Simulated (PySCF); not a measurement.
TDDFT excited states: C7H7NO

Compound: C₇H₇NO.
InChI=1S/C7H7NO/c1-6(9)7-4-2-3-5-8-7/h2-5H,1H3

Method: TDDFT CAM-B3LYP/def2-SVPD, vertical, gas phase, core orbitals frozen in the response (PySCF 2.14.0, density-fitted response routines). Isolated species at its PBE0-D3(BJ)/def2-SVP geometry (one conformer only). Torsions of this conformer, `[CH3:1][C:2](=[O:3])[c:4]1[cH:5][cH:6][cH:7][cH:8][n:9]1`: C1–C2–C4–C5 -179°.

```json
{"state": "S1", "E (eV)": "3.77", "ν̃ (cm⁻¹)": "30410", "f": "0.0000", "symmetry": "–", "main configurations (H = HOMO, L = LUMO)": "H→L (87%)"}
{"state": "S2", "E (eV)": "4.80", "ν̃ (cm⁻¹)": "38690", "f": "0.0018", "symmetry": "–", "main configurations (H = HOMO, L = LUMO)": "H-2→L (79%)"}
{"state": "S3", "E (eV)": "5.25", "ν̃ (cm⁻¹)": "42330", "f": "0.126", "symmetry": "A′", "main configurations (H = HOMO, L = LUMO)": "H-1→L (66%), H-1→L+1 (13%), H-3→L (12%)"}
{"state": "S4", "E (eV)": "5.27", "ν̃ (cm⁻¹)": "42520", "f": "0.0011", "symmetry": "–", "main configurations (H = HOMO, L = LUMO)": "H→L+1 (57%), H-2→L+1 (30%), H-2→L (9%)"}
{"state": "S5", "E (eV)": "5.80", "ν̃ (cm⁻¹)": "46800", "f": "0.100", "symmetry": "A′", "main configurations (H = HOMO, L = LUMO)": "H-1→L+1 (40%), H-3→L (32%), H-1→L (26%)"}
{"state": "S6", "E (eV)": "6.41", "ν̃ (cm⁻¹)": "51670", "f": "0.0006", "symmetry": "–", "main configurations (H = HOMO, L = LUMO)": "H-2→L+1 (60%), H→L+1 (32%)"}
{"state": "S7", "E (eV)": "6.81", "ν̃ (cm⁻¹)": "54950", "f": "0.290", "symmetry": "A′", "main configurations (H = HOMO, L = LUMO)": "H-3→L (54%), H-1→L+1 (40%)"}
{"state": "S8", "E (eV)": "7.09", "ν̃ (cm⁻¹)": "57220", "f": "0.0015", "symmetry": "–", "main configurations (H = HOMO, L = LUMO)": "H→L+4 (74%)"}
{"state": "S9", "E (eV)": "7.16", "ν̃ (cm⁻¹)": "57780", "f": "0.430", "symmetry": "A′", "main configurations (H = HOMO, L = LUMO)": "H-3→L+1 (80%)"}
{"state": "S10", "E (eV)": "7.28", "ν̃ (cm⁻¹)": "58680", "f": "0.0087", "symmetry": "A′", "main configurations (H = HOMO, L = LUMO)": "H→L+2 (65%), H→L+3 (23%)"}
```

Triplets, Tamm–Dancoff:

```json
{"state": "T1", "E (eV)": "3.27", "λ (nm)": "378.6", "main configurations (H = HOMO, L = LUMO)": "H→L (83%)"}
{"state": "T2", "E (eV)": "3.80", "λ (nm)": "326.0", "main configurations (H = HOMO, L = LUMO)": "H-1→L (78%)"}
{"state": "T3", "E (eV)": "4.21", "λ (nm)": "294.6", "main configurations (H = HOMO, L = LUMO)": "H-2→L (59%), H→L+1 (18%), H-2→L+1 (13%)"}
{"state": "T4", "E (eV)": "4.54", "λ (nm)": "273.0", "main configurations (H = HOMO, L = LUMO)": "H-1→L+1 (60%), H-3→L+1 (16%), H-1→L (14%)"}
```

The lowest singlet lies at 3.77 eV (329 nm, ultraviolet) and is dark (f under 0.0005); its leading configuration is HOMO→LUMO (87%). The strongest level in the table is S9 at 7.16 eV (173 nm, f = 0.430). Löwdin shares by element: HOMO oxygen 42%, nitrogen 18%, carbon 18% or more (atoms not listed hold the other 22%); LUMO carbon 44% or more, oxygen 17% (atoms not listed hold the other 39%). Weighted by f, the mean energy of these states is 6.66 eV. Orbital energies (eV): HOMO-3 -10.00, HOMO-2 -9.66, HOMO-1 -9.13, HOMO -8.73, LUMO -0.87, LUMO+1 0.04, LUMO+2 1.27. Of the 10 states listed, 4 reach f = 0.01 and 1 stays under 0.0005. No computed singlet lies in the visible range (380 to 750 nm); the lowest, at 329 nm, stands 0.51 eV above its violet end (3.26 eV). All these states lie below the vertical ionisation energy of 9.41 eV (ΔSCF). Symmetry labels in Cs follow from the direction of the transition dipole and are given only for states with f of 0.002 or more. Only the lowest 10 singlets were computed, as vertical energies without vibronic structure.
